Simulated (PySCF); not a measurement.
CH$_{10}$Ge$_{2}$Si, singlet, geometry from GFN2-xTB, with bond 7-2 at 1.4 times its length; CASSCF(8,6)/STO-3G (PySCF).

The PySCF input:
```python
from pyscf import gto, scf, mcscf
import numpy

mol = gto.M(
    atom='''
Si   -0.126330    0.846998    0.264781
C    -0.490677    2.111841   -1.107465
Ge    1.990457   -0.101095   -0.104628
Ge   -1.813756   -0.786589    0.272678
H    -0.122952    1.542523    1.561385
H    -0.501736    1.628459   -2.082063
H    -1.845404    2.773972   -0.904251
H     0.263676    2.893706   -1.135030
H     2.985475    0.080191    1.003526
H     1.998169   -1.585551   -0.328648
H     2.719888    0.427902   -1.305935
H    -2.911915   -0.566320   -0.727605
H    -2.558947   -0.944767    1.565178
H    -1.355081   -2.184083   -0.028229
''',
    basis='sto-3g',
    charge=0,
    spin=0,
    verbose=4,
)

mf = scf.RHF(mol)
mf.kernel()
mc = mcscf.CASSCF(mf, 6, 8)
mc.fix_spin_(ss=0.0)
mc.kernel()
occ = numpy.linalg.eigvalsh(mc.fcisolver.make_rdm1(mc.ci, mc.ncas, mc.nelecas))[::-1]
ss = mc.fcisolver.spin_square(mc.ci, mc.ncas, mc.nelecas)[0]
print('natural occupations', occ.round(4), ' <S^2>', round(ss, 4))
```

The log (banner, timings and long lists left out):

```
PySCF version 2.14.0

[INPUT] verbose = 4
[INPUT] num. atoms = 14
[INPUT] num. electrons = 94
[INPUT] charge = 0
[INPUT] spin (= nelec alpha-beta = 2S) = 0
[INPUT] symmetry False subgroup None
[INPUT] Mole.unit = angstrom
[INPUT] Symbol           X                Y                Z      unit          X                Y                Z       unit  Magmom
[...]
nuclear repulsion = 597.07205885401
number of shells = 34
number of NR pGTOs = 180
number of NR cGTOs = 60
basis = sto-3g
ecp = {}

******** <class 'pyscf.scf.hf.RHF'> ********
method = RHF
initial guess = minao
damping factor = 0
level_shift factor = 0
DIIS = <class 'pyscf.scf.diis.CDIIS'>
diis_start_cycle = 1
diis_space = 8
diis_damp = 0
SCF conv_tol = 1e-09
SCF conv_tol_grad = None
SCF max_cycles = 50
direct_scf = True
direct_scf_tol = 1e-13
Set gradient conv threshold to 3.16228e-05
Initial guess from minao.
init E= -4426.43767484431
[...]
cycle= 1 E= -4432.20118949563  delta_E= -5.76  |g|= 0.564  |ddm|= 3.93
[...]
cycle= 2 E= -4432.33234411726  delta_E= -0.131  |g|= 0.0613  |ddm|=  1.1
[...]
cycle= 3 E= -4432.33426823244  delta_E= -0.00192  |g|= 0.0167  |ddm|= 0.12
[...]
cycle= 4 E= -4432.33446302829  delta_E= -0.000195  |g|= 0.00279  |ddm|= 0.0486
[...]
cycle= 5 E= -4432.33446731829  delta_E= -4.29e-06  |g|= 0.000818  |ddm|= 0.00581
[...]
cycle= 6 E= -4432.33446771603  delta_E= -3.98e-07  |g|= 0.000134  |ddm|= 0.00195
[...]
cycle= 7 E= -4432.33446772944  delta_E= -1.34e-08  |g|= 1.86e-05  |ddm|= 0.000372
[...]
cycle= 8 E= -4432.3344677297  delta_E= -2.62e-10  |g|= 3.5e-06  |ddm|= 4.87e-05
[...]
Extra cycle  E= -4432.3344677297  delta_E= -5.46e-12  |g|= 1.25e-06  |ddm|= 7e-06
converged SCF energy = -4432.3344677297

******** <class 'pyscf.mcscf.mc1step.CASSCF'> ********
CAS (4e+4e, 6o), ncore = 43, nvir = 11
max_cycle_macro = 50
max_cycle_micro = 4
conv_tol = 1e-07
conv_tol_grad = None
orbital rotation max_stepsize = 0.02
orbital rotation threshold for CI restart = 0.01
augmented hessian ah_max_cycle = 30
augmented hessian ah_conv_tol = 1e-12
augmented hessian ah_linear dependence = 1e-14
augmented hessian ah_level shift = 1e-08
augmented hessian ah_start_tol = 2.5
augmented hessian ah_start_cycle = 3
augmented hessian ah_grad_trust_region = 3
kf_trust_region = 3
kf_interval = 4
ci_response_space = 4
ci_grad_trust_region = 3
with_dep4 0
natorb = False
canonicalization = True
sorting_mo_energy = False
ao2mo_level = 2
internal_rotation = False
[...]
CASCI E = -4432.34026140103  S^2 = 0.0000000
[...]
macro iter  40 (  7 JK    2 micro), CASSCF E = -4432.39253498693  dE = -5.72709714e-05  S^2 = 0.0000000
               |grad[o]|=0.000545  |grad[c]|=0.00114  |ddm|=0.000567  |maxRot[o]|=0.0699
macro iter  41 (  7 JK    2 micro), CASSCF E = -4432.39258116958  dE = -4.61826485e-05  S^2 = 0.0000000
               |grad[o]|=0.000494  |grad[c]|=0.00202  |ddm|=0.000408  |maxRot[o]|=0.0699
macro iter  42 (  7 JK    2 micro), CASSCF E = -4432.39261597788  dE = -3.48083086e-05  S^2 = 0.0000000
               |grad[o]|=0.000419  |grad[c]|=0.00284  |ddm|=0.00039  |maxRot[o]|=0.0699
macro iter  43 (  7 JK    2 micro), CASSCF E = -4432.39263867496  dE = -2.26970733e-05  S^2 = 0.0000000
               |grad[o]|=0.000327  |grad[c]|=0.00354  |ddm|=0.000335  |maxRot[o]|=0.0699
macro iter  44 (  7 JK    2 micro), CASSCF E = -4432.39265196777  dE = -1.32928153e-05  S^2 = 0.0000000
               |grad[o]|=0.000246  |grad[c]|=0.00429  |ddm|=0.000641  |maxRot[o]|=0.0667
macro iter  45 (  7 JK    2 micro), CASSCF E = -4432.39265850957  dE = -6.54179439e-06  S^2 = 0.0000000
               |grad[o]|=0.000311  |grad[c]|=0.0023  |ddm|=0.000376  |maxRot[o]|=0.0429
macro iter  46 (  7 JK    2 micro), CASSCF E = -4432.39266575663  dE = -7.24706570e-06  S^2 = 0.0000000
               |grad[o]|=0.00027  |grad[c]|=0.00214  |ddm|=0.000391  |maxRot[o]|=0.052
macro iter  47 (  4 JK    1 micro), CASSCF E = -4432.39266617419  dE = -4.17559022e-07  S^2 = 0.0000000
               |grad[o]|=0.000214  |grad[c]|=0.000165  |ddm|=6.59e-05  |maxRot[o]|=0.00446
macro iter  48 ( 12 JK    3 micro), CASSCF E = -4432.39265484732  dE =  1.13268679e-05  S^2 = 0.0000000
               |grad[o]|=0.000276  |grad[c]|=0.00244  |ddm|=0.00047  |maxRot[o]|=0.0494
macro iter  49 ( 17 JK    4 micro), CASSCF E = -4432.39265806016  dE = -3.21284006e-06  S^2 = 0.0000000
               |grad[o]|=0.000531  |grad[c]|=0.000354  |ddm|=5.28e-05  |maxRot[o]|=0.0144
macro iter  50 (  4 JK    1 micro), CASSCF E = -4432.39266018893  dE = -2.12876239e-06  S^2 = 0.0000000
               |grad[o]|=0.000197  |grad[c]|=0.000277  |ddm|=7.66e-05  |maxRot[o]|=0.0107
1-step CASSCF not converged,  50 macro (477 JK 121 micro) steps
CASSCF canonicalization
Density matrix diagonal elements [1.96606932 1.98169467 1.96818207 1.97653706 0.05016304 0.05735384]
CASSCF energy = -4432.39266018893
CASCI E = -4432.39266018893  E(CI) = -13.7463285001240  S^2 = 0.0000000
natural occupations [1.9996 1.9993 1.9765 1.9173 0.083  0.0242]  <S^2> 0.0
```

The run did not converge; its last values are not results.
